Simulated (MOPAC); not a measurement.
A run for MOPAC: PM7 on SiCl-, 2S+1 = 3, a spin state set in the input, which need not be the lowest, a point of a bond scan (R = 2.375 Å). Charge -1.

```
PM7 1SCF PRECISE CHARGE=-1 UHF MS=1 THREADS=1
ClSi

Si     0.00000000 1     0.00000000 1     0.00000000 1
Cl     0.00000000 1     0.00000000 1     2.37516700 1
```

Output:

```
*******************************************************************************
 **                                                                           **
 **                              MOPAC v23.2.5                                **
 **                                                                           **
 *******************************************************************************
 ** MOPAC's Digital Object Identifier: https://doi.org/10.5281/zenodo.6511958 **
 **                                                                           **
 ** Please cite the open-source release paper for use of this MOPAC version:  **
 ** J. E. Moussa and J. J. P. Stewart (2026)                                  **
 ** MOPAC: An open-source semiempirical molecular orbital program             **
 ** J. Open Source Softw., 11(119), 8025, https://doi.org/10.21105/joss.08025 **
 *******************************************************************************

                              PM7 CALCULATION RESULTS

 *******************************************************************************
 *  PM7        - The PM7 Hamiltonian to be used
 *  UHF        - UNRESTRICTED HARTREE-FOCK CALCULATION
 *
 *
 *
 *                 CHARGE ON SYSTEM = -1
 *
 *
 *
 *  MS=        - IN MECI, MAGNETIC COMPONENT OF SPIN =  1.0
 *  PRECISE    - TIGHTER CRITERIA TO BE USED
 *  1SCF       - DO 1 SCF AND THEN STOP
 *  THREADS=1  - MULTI-THREADING NOT USED
 *  T=         - A TIME OF 172800.0 SECONDS REQUESTED
 *  DUMP=N     - RESTART FILE WRITTEN EVERY 7200.0 SECONDS REQUESTED
 *******************************************************************************
PM7 1SCF PRECISE CHARGE=-1 UHF MS=1 THREADS=1
 ClSi

   ATOM   CHEMICAL          X               Y               Z
  NUMBER   SYMBOL      (ANGSTROMS)     (ANGSTROMS)     (ANGSTROMS)

     1      Si          0.00000000  *   0.00000000  *   0.00000000  *
     2      Cl          0.00000000  *   0.00000000  *   2.37516700  *



          CARTESIAN COORDINATES

    NO.       ATOM           X           Y           Z

     1        Si          0.0000      0.0000      0.0000
     2        Cl          0.0000      0.0000      2.3752

 General Reference for PM7:
 "Optimization of Parameters for Semiempirical Methods VI: More Modifications to the
 NDDO Approximations and Re-optimization of Parameters", J. J. P. Stewart, J. Mol. Mod., 1:32, 19 (2013)
 https://link.springer.com/article/10.1007/s00894-012-1667-x

           Empirical Formula: Si Cl  =     2 atoms



      MOLECULAR POINT GROUP   :   C*v


          UHF CALCULATION, NO. OF ALPHA ELECTRONS =    7
                           NO. OF BETA  ELECTRONS =    5

 -------------------------------------------------------------------------------
 PM7 1SCF PRECISE CHARGE=-1 UHF MS=1 THREADS=1
 ClSi



     1SCF WAS SPECIFIED, SO BFGS WAS NOT USED
     SCF FIELD WAS ACHIEVED


                              PM7 CALCULATION
                                                       MOPAC v23.2.5 Linux




          FINAL HEAT OF FORMATION =         14.60872 KCAL/MOL =      61.12289 KJ/MOL


          COSMO AREA              =         98.12 SQUARE ANGSTROMS
          COSMO VOLUME            =         85.31 CUBIC ANGSTROMS

          IONIZATION POTENTIAL    =          4.194590 EV
          ALPHA SOMO LUMO (EV)    =         -4.409  8.074
          BETA  SOMO LUMO (EV)    =         -4.195  4.110
          NO. OF ALPHA ELECTRONS  =          7
          NO. OF BETA  ELECTRONS  =          5
          MOLECULAR WEIGHT        =         63.5385         POINT GROUP:  C*v

          MOLECULAR DIMENSIONS (Angstroms)

            Atom       Atom       Distance
           Cl     2   Si     1     2.37517
           Cl     2   Si     1     0.00000
           Si     1   Cl     2     0.00000


          SCF CALCULATIONS        =          1





   ATOM   CHEMICAL          X               Y               Z
  NUMBER   SYMBOL      (ANGSTROMS)     (ANGSTROMS)     (ANGSTROMS)

     1      Si          0.00000000  *   0.00000000  *   0.00000000  *
     2      Cl          0.00000000  *   0.00000000  *   2.37516700  *

                             CARTESIAN COORDINATES

   1   Si        0.000000000     0.000000000     0.000000000
   2   Cl        0.000000000     0.000000000     2.375167000


           Empirical Formula: Si Cl  =     2 atoms



      MOLECULAR POINT GROUP   :   C*v


          ALPHA EIGENVALUES
 -19.94272  -7.21462  -5.92573  -5.90382  -4.47956  -4.43782  -4.40903   8.07427
  20.78627  20.80730  21.07674  21.34859  21.55157  80.09543  80.10528  80.13549
  80.19985  80.24466


           BETA EIGENVALUES
 -19.45572  -6.97303  -5.86866  -5.72363  -4.19459   4.10998   4.69115   8.98501
  21.33743  21.33847  21.83169  21.87655  22.25055  80.11567  80.12085  80.21027
  80.26567  80.33226


              NET ATOMIC CHARGES AND DIPOLE CONTRIBUTIONS

  ATOM NO.   TYPE          CHARGE      No. of ELECS.   s-Pop       p-Pop       d-Pop
    1         Si          -0.374922        4.3749     0.32800     3.99744     0.04948
    2         Cl          -0.625078        7.6251     1.98516     5.63962     0.00029
 DIPOLE           X         Y         Z       TOTAL
 POINT-CHG.     0.000     0.000    -0.766     0.766
 HYBRID        -0.000     0.000     1.472     1.472
 SUM           -0.000     0.000     0.706     0.706


          ATOMIC ORBITAL ELECTRON POPULATIONS

     Atom    s        px        py        pz      x^2-y^2     xz        z^2       yz        xy
    1 Si   0.32800   1.99921   1.01126   0.98697   0.00006   0.01276   0.02356   0.01311   0.00000
    2 Cl   1.98516   1.98798   1.97561   1.67603   0.00000   0.00005   0.00022   0.00003   0.00000


                    (SZ)    =    1.000000
                    (S**2)  =    2.004535


          ATOMIC ORBITAL SPIN POPULATIONS

    Atom   Total    s     px     py     pz   x^2-y^2  xz     z^2    yz     xy
         Atomic
    1 Si  1.8953  0.206 -0.001  0.987  0.698  0.000  0.001  0.003  0.001  0.000
    2 Cl  0.1047  0.001 -0.000  0.012  0.093  0.000 -0.000  0.000  0.000  0.000

 **********************
 *                    *
 * JOB ENDED NORMALLY *
 *                    *
 **********************




 == MOPAC DONE ==
```

The run finished.

Cost: roughly 0.04 core-seconds.
